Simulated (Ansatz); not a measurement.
## Worked example: the barrier

An elementary step of TiH3Cl3O, singlet (TiHCl₃O ([OH][Ti]([Cl])([Cl])[Cl]) + H₂ → TiHCl₃ ([Cl][TiH]([Cl])[Cl]) + H₂O (still joined by a long Ti–O bond); bonds formed: Ti1–H7, O2–H6; bonds broken: H6–H7; bonds weakened to dative contacts: Ti1–O2). “Start” is the structure reached by relaxing down from the saddle towards the reactants; PBE0-D4/def2-TZVP structures. The saddle:

```xyz
8
angstrom
Ti -0.2604 0.2046 -0.4909
O 0.0982 -0.1044 1.4524
Cl 0.5509 -0.2237 -2.4838
Cl -1.9159 -1.2454 -0.4433
Cl -0.9294 2.2565 -0.5371
H 1.1286 -0.0883 0.7850
H 1.5458 0.1363 -0.1045
H -0.2177 -0.9357 1.8222
```

Program: Ansatz 0.2.0. Basis: def2-TZVPP and def2-QZVPP. Cores are frozen in the correlated methods.

Energies in eV:

| quantity | saddle | start |
| --- | --- | --- |
| Hartree–Fock, triple zeta (X = 3) | -62687.55772 | -62689.81058 |
| Hartree–Fock, quadruple zeta (X = 4) | -62689.12787 | -62691.37833 |
| MP2 correlation, X = 3 | -35.38003 | -34.81859 |
| MP2 correlation, X = 4 | -38.53883 | -37.93902 |
| CCSD(T) correlation, X = 3 | -38.30309 | -37.75237 |

(1) Work out the barrier at the basis limit: extrapolate Hartree–Fock as E(X) = E∞ + A exp(−7.88 √X) and the MP2 correlation as E(X) = E∞ + B X^−2.97 (the exponents that Neese and Valeev fitted for def2-TZVPP and QZVPP), then add CCSD(T) − MP2 in triple zeta.

T1 diagnostic: at most 0.026. The T1 diagnostic is large here, which may signal multireference character or strong orbital relaxation, so CCSD(T) is less sure. The restricted Hartree–Fock reference is unstable towards an unrestricted one at one or more of these structures.

## Answers

(1) Each step is linear, so take the differences first (saddle − start): Hartree–Fock 2.25286 (X = 3) and 2.25046 (X = 4); MP2 correlation -0.56144 and -0.59981; CCSD(T) correlation -0.55072.
Two points give E∞ = E(4) + w [E(4) − E(3)], with w = 1/(exp(7.88 (2 − √3)) − 1) = 0.1377 for Hartree–Fock and w = 1/((4/3)^2.97 − 1) = 0.7407 for the correlation.
Hartree–Fock: 2.25046 + 0.1377 × (-0.00240) = 2.2501 eV.
MP2 correlation: -0.59981 + 0.7407 × (-0.03837) = -0.6282 eV.
CCSD(T) − MP2: -0.55072 − (-0.56144) = 0.0107 eV.
Sum: 2.2501 + (-0.6282) + 0.0107 = 1.6326 eV, or 37.65 kcal/mol. Plain CCSD(T) in triple zeta gives 1.7021 eV, so the larger basis shifts the result by -0.0695 eV.

Labels in which every atom is bracketed show which atoms are joined, not bond orders.

For scale, one of the runs: CCSD(T)/def2-TZVPP, 263 basis functions, launched by `ansatz run in.yaml --threads 8 --pin off --events-out ev --progress --plain --max-ram 19148MiB`. Time: 3.1 min of wall clock on 8 CPU threads of an Arm Neoverse V2; the host was shared. Peak host memory: 6.3 GiB.
